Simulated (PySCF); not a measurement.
H₁₀Si₄, triplet, at the geometry of the source list (a higher spin typed on purpose: for a closed-shell molecule this is an excited state). Base run: DF-HF/6-31G* (PySCF).

Input for PySCF:
```python
from pyscf import gto, scf

mol = gto.M(
    atom='''
Si    2.09880000   -0.87300000    0.89290000
Si    1.09490000    1.11200000    0.25760000
Si   -0.71730000    0.79770000   -1.16240000
Si   -2.37460000   -0.52120000   -0.23230000
H     3.28050000   -0.73640000    1.74650000
H     1.15460000   -1.72180000    1.62540000
H     2.52530000   -1.64310000   -0.27930000
H     2.09350000    2.03230000   -0.31060000
H     0.63210000    1.83500000    1.45550000
H    -0.23430000    0.17600000   -2.40820000
H    -1.28150000    2.07290000   -1.63420000
H    -2.84200000    0.04230000    1.03770000
H    -3.56690000   -0.71180000   -1.06040000
H    -1.86320000   -1.86090000    0.07180000
''',
    basis='6-31g*',
    spin=2,
    verbose=4,
)

mf = scf.UHF(mol)
mf = mf.density_fit(auxbasis='def2-universal-jkfit')
mf.kernel()
mf.analyze()
```

Each row names what was changed in the base input (with any setting that the change needs).

| change | basis functions | E (Eh) | HOMO (eV) | dipole (D) |
|---|---|---|---|---|
| base | 92 | -1161.21658 | -3.65 | 0.35 |
| basis = jorge-DZP-DKH; relativity = spin-free X2C; nucleus = Gaussian (with nucmod='G'; without mf = mf.density_fit(auxbasis='def2-universal-jkfit')) | 146 | -1163.68924 | -3.99 | 0.41 |
| basis = cc-pVDZ-DK; relativity = none (without mf = mf.density_fit(auxbasis='def2-universal-jkfit')) | 122 | -1160.80352 | -3.98 | 0.42 |
| basis = jorge-DZP-DKH; relativity = spin-free X2C (without mf = mf.density_fit(auxbasis='def2-universal-jkfit')) | 146 | -1163.68997 | -3.99 | 0.41 |
| basis = x2c-SVPall; relativity = none (without mf = mf.density_fit(auxbasis='def2-universal-jkfit')) | 122 | -1160.68273 | -4.03 | 0.36 |
| basis = cc-pVDZ-DK; relativity = spin-free X2C; nucleus = Gaussian (with nucmod='G'; without mf = mf.density_fit(auxbasis='def2-universal-jkfit')) | 122 | -1163.69599 | -3.97 | 0.42 |
| basis = x2c-SVPall; relativity = spin-free X2C; nucleus = Gaussian (with nucmod='G'; without mf = mf.density_fit(auxbasis='def2-universal-jkfit')) | 122 | -1163.30396 | -4.02 | 0.36 |
| basis = jorge-DZP-DKH; relativity = none (without mf = mf.density_fit(auxbasis='def2-universal-jkfit')) | 146 | -1160.96637 | -4.00 | 0.41 |
| basis = cc-pVDZ-DK; relativity = spin-free X2C (without mf = mf.density_fit(auxbasis='def2-universal-jkfit')) | 122 | -1163.69673 | -3.97 | 0.42 |
| basis = x2c-SVPall; relativity = spin-free X2C (without mf = mf.density_fit(auxbasis='def2-universal-jkfit')) | 122 | -1163.30462 | -4.02 | 0.36 |

Totals shift with the method and basis; they matter in differences.

Open shells are given as the SCF converged; they aren't shown to be the lowest states, and a large step between rows can be another state.

Basis sets contracted for a relativistic Hamiltonian are a mismatch without it, so the rows without relativity aren't non-relativistic limits. No row has spin-orbit coupling; sets with core potentials leave out the core electrons.
